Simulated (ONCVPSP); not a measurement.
How hard is this nitrogen ONCV potential?

* Element: N (Z = 7)
* Generator: ONCVPSP 4.0.1
* Type: optimised norm-conserving Vanderbilt (ONCV)
* Functional: PBEsol
* Relativity: scalar-relativistic
* Frozen core: [He]
* Valence charge: 5
* Reference configuration: 2s1.75 2p3.25
* Partial waves: 2s: rc 1.15 bohr, ncon 4, nbas 7, qcut 5.8 1/bohr, local; 2p: rc 1.85 bohr, ncon 5, nbas 8, qcut 8.6 1/bohr, 2 projectors, debl 1 Ha
* Local potential: the s channel
* Core correction: Teter function, fcfact 5.75, rcfact 1.2

Task: For each optimised wave give the share of its norm inside rc, the residual kinetic energy above qcut (Ha) and the cutoffs (Ha) for errors of 10, 1, 0.1 and 0.01 mHa per electron.

Result:

```json
{"wave": "2s", "norm inside rc": "0.447", "residual KE": "3.6e-03", "10 mHa": "12.8", "1 mHa": "39.7", "0.1 mHa": "86.8", "0.01 mHa": "102.7"}
{"wave": "2p", "norm inside rc": "0.740", "residual KE": "1.8e-07", "10 mHa": "17.2", "1 mHa": "23.1", "0.1 mHa": "28.0", "0.01 mHa": "31.7"}
{"wave": "p projector 2", "norm inside rc": "0.205", "residual KE": "1.6e-06", "10 mHa": "18.0", "1 mHa": "24.6", "0.1 mHa": "29.8", "0.01 mHa": "33.8"}
```

The occupied waves need 40 Ha and 87 Ha for 1 and 0.1 mHa. 1 of 4 tests not solved or not reliable.
